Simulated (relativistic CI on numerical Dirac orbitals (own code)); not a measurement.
**Spin-allowed bands of a d8 ion in a tetrahedral site, by hand**

Problem. Take Δ = 7000 cm⁻¹ and B = 600 cm⁻¹ for a d8 ion in a tetrahedral site. Calculate the three spin-allowed bands.

Working.
1. The terms of highest spin are 3F (energy 0) and 3P (15B = 9000 cm⁻¹). Here the F term splits into A2 at +1.2Δ = 8400, T2 at +0.2Δ = 1400 and T1 at −0.6Δ = -4200 cm⁻¹.
2. The two T1 states mix through the element 0.4Δ: H = [[-4200, 2800], [2800, 9000]], with roots ½(H₁₁ + H₂₂) ∓ ½√[(H₂₂ − H₁₁)² + 4H₁₂²] = ½(4800) ∓ ½(14339) = -4769 and 9569 cm⁻¹.
3. The ground term is 3T1 at -4769 cm⁻¹.
4. Bands: 3T2 6169 cm⁻¹ (1621 nm), 3A2 13169 cm⁻¹ (759 nm), 3T1(P) 14339 cm⁻¹ (697 nm).

Check. Exact diagonalisation of the whole d8 shell with these parameters gives 3T2 6169, 3A2 13169, 3T1 14339 cm⁻¹. The match is exact, since without spin-orbit coupling no other term has this spin. The ratio of the second band to the first, 2.135, depends on Δ/B = 11.7 alone, which is how a Tanabe-Sugano diagram is read.
